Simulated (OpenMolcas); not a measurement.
# Multiconfigurational calculation on Sc⁺

Input:

```
&GATEWAY
Coord
1

Sc 0.0 0.0 0.0
Basis=ANO-RCC-VDZP
Group=XYZ
NoMove
AngMom=0.0 0.0 0.0
AMFI
&SEWARD
&RASSCF
FileOrb=start.orb
Symmetry=1
Spin=3
nActEl=2 0 0
Inactive=3 6
Ras2=6 0
CIRoot=15 15 1
SDav=15
CIMx=300
Iter=120 100
PrWF=0.3
OrbListing=Nothing
MaxOrb=0
Atom
>>> COPY $Project.JobIph JOBPRE
&RASSCF
FileOrb=start.orb
Symmetry=1
Spin=3
nActEl=2 0 2
Inactive=3 6
Ras2=6 0
Ras3=0 3
CIRoot=15 15 1
SDav=18
CIMx=300
Iter=120 100
PrWF=0.3
OrbListing=Nothing
MaxOrb=0
Thrs=2.0e-7 1.0e-1 5.0e-4
Atom
>>> COPY $Project.JobIph JOB001
&RASSCF
FileOrb=start.orb
Symmetry=1
Spin=1
nActEl=2 0 2
Inactive=3 6
Ras2=6 0
Ras3=0 3
CIRoot=27 27 1
SDav=27
CIMx=300
Iter=120 100
PrWF=0.3
OrbListing=Nothing
MaxOrb=0
Thrs=2.0e-7 1.0e-1 5.0e-4
Atom
CIOnly
>>> COPY $Project.JobIph JOB002
&RASSCF
FileOrb=start.orb
Symmetry=2
Spin=3
nActEl=2 0 2
Inactive=3 6
Ras2=6 0
Ras3=0 3
CIRoot=18 18 1
SDav=18
CIMx=300
Iter=120 100
PrWF=0.3
OrbListing=Nothing
MaxOrb=0
Thrs=2.0e-7 1.0e-1 5.0e-4
Atom
>>> COPY $Project.JobIph JOB003
&RASSCF
FileOrb=start.orb
Symmetry=2
Spin=1
nActEl=2 0 2
Inactive=3 6
Ras2=6 0
Ras3=0 3
CIRoot=18 18 1
SDav=18
CIMx=300
Iter=120 100
PrWF=0.3
OrbListing=Nothing
MaxOrb=0
Thrs=2.0e-7 1.0e-1 5.0e-4
Atom
CIOnly
>>> COPY $Project.JobIph JOB004
&RASSI
NrOfJobIphs=4 15 21 18 15
1 2 3 4 5 6 7 8 9 10 11 12 13 14 15
1 2 3 4 5 6 7 8 9 10 11 12 13 14 15 16 17 18 19 20 21
1 2 3 4 5 6 7 8 9 10 11 12 13 14 15 16 17 18
1 2 3 4 5 6 7 8 9 10 11 12 13 14 15
IphNames
JOB001
JOB002
JOB003
JOB004
EJob
SpinOrbit
DIPRint=1.0
SOCoupling=1000.0
Subsets=2
MEES
Property=10
'ANGMOM' 1 'ANGMOM' 2 'ANGMOM' 3 'MLTPL  1' 1 'MLTPL  1' 2 'MLTPL  1' 3
'AMFI' 1 'AMFI' 2 'AMFI' 3 'MLTPL  2' 6
SOProperty=3
'ANGMOM' 1 'ANGMOM' 2 'ANGMOM' 3
```

Launched by
```bash
OMP_NUM_THREADS=1 MOLCAS_MEM=1689 MOLCAS_PROJECT=a pymolcas a.inp > a.log  # once for each step of the input, in one work folder
```

A driver script runs the steps one by one and writes start.orb anew before each from the orbitals found so far, so a CI-only block uses the converged orbitals of the first block.

Output, cut to the results:

```
--- SEWARD ---
Basis set label: SC.ANO-RCC...5S4P2D1F.

      Electronic valence basis set:
      ------------------
      Associated Effective Charge  21.000000 au
      Associated Actual Charge     21.000000 au
      Nuclear Model: Point charge

      Shell  nPrim  nBasis  Cartesian Spherical Contaminant
         s      21       5        X
         p      15       4        X
         d      10       2                 X
         f       6       1                 X
                  Relativistic Douglas-Kroll-Hess integrals:
                    - DKH order of Hamiltonian: 2
                    - DKH order of Properties : 0
                  Atomic mean-field integrals
--- RASSCF ---
Wave function specifications:
      -----------------------------

      Number of closed shell electrons          18
      Number of electrons in active shells       2
      Max number of holes in RAS1 space          0
      Max nr of electrons in RAS3 space          2
      Number of inactive orbitals                9
      Number of active orbitals                  9
      Number of secondary orbitals              16
      Spin quantum number                      1.0
      State symmetry                             1
Orbital specifications:
      -----------------------

      Symmetry species                           1   2
                                                ag  au
      Frozen orbitals                            0   0
      Inactive orbitals                          3   6
      Active orbitals                            6   3
      RAS1 orbitals                              0   0
      RAS2 orbitals                              6   0
      RAS3 orbitals                              0   3
      Secondary orbitals                         6  10
      Deleted orbitals                           0   0
      Number of basis functions                 15  19
      Number of CSFs                            18
      Number of root(s) required                15
      Iter CI   SX   CI       RASSCF       Energy    max ROT     max BLB   max BLB  Level Ln srch  Step   QN
          iter iter root      energy       change     param      element    value   shift minimum  type update
 Nr of preliminary CI iterations:   1
        1   1    3    0  -763.04532373    0.00E+00   4.21E-06    6  10 2  5.88E-06   0.27   0.00    SX    NO
        2   1    3    0  -763.04532373   -5.21E-11   3.48E-06    6  10 2  8.74E-07   0.27   0.00    SX    NO
        3   1    2    0  -763.04532373   -5.80E-12   2.58E-06    6  10 2  5.33E-07   0.27   0.00    SX    NO
        4   1    2    0  -763.04532373   -1.59E-12   1.39E-06    6   7 2 -1.37E-07   0.27   0.00    SX    NO
      Convergence after  4 iterations
        5   1    2    0  -763.04532373   -3.41E-13   1.39E-06    6   7 2 -7.90E-08   0.27   0.00    SX    NO
      Natural orbitals and occupation numbers for root  1
      sym 1:  -0.000000  -0.000000   1.000000   0.000000   0.000000   1.000000
      sym 2:   0.000000   0.000000   0.000000
      Natural orbitals and occupation numbers for root  2
      sym 1:  -0.000000  -0.000000   1.000000   0.000000  -0.000000   1.000000
      sym 2:   0.000000   0.000000  -0.000000
      Natural orbitals and occupation numbers for root  3
      sym 1:  -0.000000  -0.000000   0.000000   1.000000   0.000000   1.000000
      sym 2:   0.000000   0.000000  -0.000000
::    RASSCF root number  1 Total energy:   -763.06989483
::    RASSCF root number  2 Total energy:   -763.06989483
::    RASSCF root number  3 Total energy:   -763.06989483
::    RASSCF root number  4 Total energy:   -763.06989483
::    RASSCF root number  5 Total energy:   -763.06989483
::    RASSCF root number  6 Total energy:   -763.04591681
::    RASSCF root number  7 Total energy:   -763.04591681
::    RASSCF root number  8 Total energy:   -763.04591681
::    RASSCF root number  9 Total energy:   -763.04591681
::    RASSCF root number 10 Total energy:   -763.04591681
::    RASSCF root number 11 Total energy:   -763.04591681
::    RASSCF root number 12 Total energy:   -763.04591681
::    RASSCF root number 13 Total energy:   -763.00298802
::    RASSCF root number 14 Total energy:   -763.00298802
::    RASSCF root number 15 Total energy:   -763.00298802
--- RASSCF ---
Wave function specifications:
      -----------------------------

      Number of closed shell electrons          18
      Number of electrons in active shells       2
      Max number of holes in RAS1 space          0
...
--- RASSI ---
SPIN-FREE ENERGIES:
  (Shifted by EMIN (a.u.) =       -763.0698948298)

 SF State       Relative EMIN(au)   Rel lowest level(eV)    D:o, cm**(-1)      L_eff

     1             0.0000000000        0.0000000000              0.0000         2.0
     2             0.0000000000        0.0000000000              0.0000         2.0
     3             0.0000000000        0.0000000000              0.0000         2.0
     4             0.0000000000        0.0000000000              0.0000         2.0
     5             0.0000000000        0.0000000000              0.0000         2.0
    16             0.0160166982        0.4358365610           3515.2589         2.0
    17             0.0160166982        0.4358365610           3515.2589         2.0
    18             0.0160166982        0.4358365610           3515.2589         2.0
    19             0.0160166982        0.4358365610           3515.2589         2.0
    20             0.0160166982        0.4358365610           3515.2589         2.0
    11             0.0239780202        0.6524751698           5262.5672         3.0
    12             0.0239780202        0.6524751698           5262.5672         3.0
     6             0.0239780202        0.6524751698           5262.5672         3.0
     7             0.0239780202        0.6524751698           5262.5672         3.0
     8             0.0239780202        0.6524751698           5262.5672         3.0
     9             0.0239780202        0.6524751698           5262.5672         3.0
    10             0.0239780202        0.6524751698           5262.5672         3.0
    21             0.0644761380        1.7544850955          14150.8766         2.0
    22             0.0644761380        1.7544850955          14150.8766         2.0
    23             0.0644761380        1.7544850955          14150.8766         2.0
    24             0.0644761380        1.7544850955          14150.8766         2.0
...
```

Levels above the lowest, from the spin-orbit matrix, grouped by J:

```json
{"Configuration": "3d 4s", "Term": "3D", "J": "1", "E (cm-1)": "0.0", "Measured (cm-1)": "0.0", "g": "0.499", "Term weight %": "100", "Second": ""}
{"Configuration": "3d 4s", "Term": "3D", "J": "2", "E (cm-1)": "61.4", "Measured (cm-1)": "67.7", "g": "1.167", "Term weight %": "100", "Second": ""}
{"Configuration": "3d 4s", "Term": "3D", "J": "3", "E (cm-1)": "157", "Measured (cm-1)": "178", "g": "1.334", "Term weight %": "100", "Second": ""}
{"Configuration": "3d 4s", "Term": "1D", "J": "2", "E (cm-1)": "3610", "Measured (cm-1)": "2541", "g": "1.000", "Term weight %": "100", "Second": ""}
{"Configuration": "3d2", "Term": "3F", "J": "2", "E (cm-1)": "5231", "Measured (cm-1)": "4803", "g": "0.666", "Term weight %": "100", "Second": ""}
{"Configuration": "3d2", "Term": "3F", "J": "3", "E (cm-1)": "5325", "Measured (cm-1)": "4884", "g": "1.084", "Term weight %": "100", "Second": ""}
{"Configuration": "3d2", "Term": "3F", "J": "4", "E (cm-1)": "5451", "Measured (cm-1)": "4988", "g": "1.251", "Term weight %": "100", "Second": ""}
{"Configuration": "3d2", "Term": "1D", "J": "2", "E (cm-1)": "14233", "Measured (cm-1)": "10945", "g": "1.011", "Term weight %": "98", "Second": "2 3P"}
{"Configuration": "3d2", "Term": "3P", "J": "0", "E (cm-1)": "14710", "Measured (cm-1)": "12074", "g": "", "Term weight %": "99", "Second": ""}
{"Configuration": "3d2", "Term": "3P", "J": "1", "E (cm-1)": "14746", "Measured (cm-1)": "12102", "g": "1.501", "Term weight %": "100", "Second": ""}
{"Configuration": "3d2", "Term": "3P", "J": "2", "E (cm-1)": "14825", "Measured (cm-1)": "12154", "g": "1.490", "Term weight %": "98", "Second": "2 1D"}
{"Configuration": "4s2", "Term": "1S", "J": "0", "E (cm-1)": "14901", "Measured (cm-1)": "11736", "g": "", "Term weight %": "99", "Second": ""}
{"Configuration": "3d2", "Term": "1G", "J": "4", "E (cm-1)": "17848", "Measured (cm-1)": "14261", "g": "1.000", "Term weight %": "100", "Second": ""}
{"Configuration": "3d 4p", "Term": "1D*", "J": "2", "E (cm-1)": "22059", "Measured (cm-1)": "26081", "g": "0.999", "Term weight %": "99", "Second": ""}
{"Configuration": "3d 4p", "Term": "3F*", "J": "2", "E (cm-1)": "23559", "Measured (cm-1)": "27444", "g": "0.668", "Term weight %": "99", "Second": ""}
{"Configuration": "3d 4p", "Term": "3F*", "J": "3", "E (cm-1)": "23701", "Measured (cm-1)": "27602", "g": "1.084", "Term weight %": "100", "Second": ""}
{"Configuration": "3d 4p", "Term": "3F*", "J": "4", "E (cm-1)": "23903", "Measured (cm-1)": "27841", "g": "1.251", "Term weight %": "100", "Second": ""}
{"Configuration": "3d 4p", "Term": "3D*", "J": "1", "E (cm-1)": "24484", "Measured (cm-1)": "27918", "g": "0.500", "Term weight %": "100", "Second": ""}
{"Configuration": "3d 4p", "Term": "3D*", "J": "2", "E (cm-1)": "24578", "Measured (cm-1)": "28021", "g": "1.167", "Term weight %": "100", "Second": ""}
{"Configuration": "3d 4p", "Term": "3D*", "J": "3", "E (cm-1)": "24708", "Measured (cm-1)": "28161", "g": "1.334", "Term weight %": "100", "Second": ""}
{"Configuration": "3d 4p", "Term": "3P*", "J": "0", "E (cm-1)": "26157", "Measured (cm-1)": "29736", "g": "", "Term weight %": "100", "Second": ""}
{"Configuration": "3d 4p", "Term": "3P*", "J": "1", "E (cm-1)": "26173", "Measured (cm-1)": "29742", "g": "1.497", "Term weight %": "99", "Second": ""}
{"Configuration": "3d 4p", "Term": "3P*", "J": "2", "E (cm-1)": "26237", "Measured (cm-1)": "29824", "g": "1.501", "Term weight %": "100", "Second": ""}
{"Configuration": "3d 4p", "Term": "1P*", "J": "1", "E (cm-1)": "27792", "Measured (cm-1)": "30816", "g": "1.002", "Term weight %": "99", "Second": ""}
```

Against the 23 measured excited levels shown (NIST Handbook of Basic Atomic Spectroscopic Data) the mean absolute deviation is 2600 cm-1; the largest miss in energy is 3d 4p 1D* 2: computed 22059, measured 26081 cm-1 (-15.4 %), and the largest in proportion 3d 4s 1D2 (+42.1 %). Levels of one J stand in another order than measured, so their pairing by name is doubtful.

Without dynamic correlation excited terms often stand tens of per cent too high (terms of higher spin than the ground term too low), and those without a measured partner can miss by more than the paired ones. Terms from blocks run as CI alone lack orbitals of their own. A single d shell beside an s shell can misplace configurations of different d count against each other. Computed and measured levels are paired by configuration, term and J; levels that our copy of the source lacks, or whose pairing is in doubt (as where it misses far off the trend of its configuration), stay unpaired and out of the deviations. Only configurations of the active space appear. The first state left out of the spin-orbit step lies near 61000 cm-1 above the lowest spin-free state of the reference (among the parities and spins computed), and the list stops at four fifths of that energy or lower. The table shows the lowest 24 of 29 levels.

The RASSCF and RASSI steps took 24 s on 1 thread of Arm Neoverse V2, with other jobs on the host; the integral step is not counted.

The term weight is that of the spin-free term in the level, not the purity of its configuration. * marks odd parity.
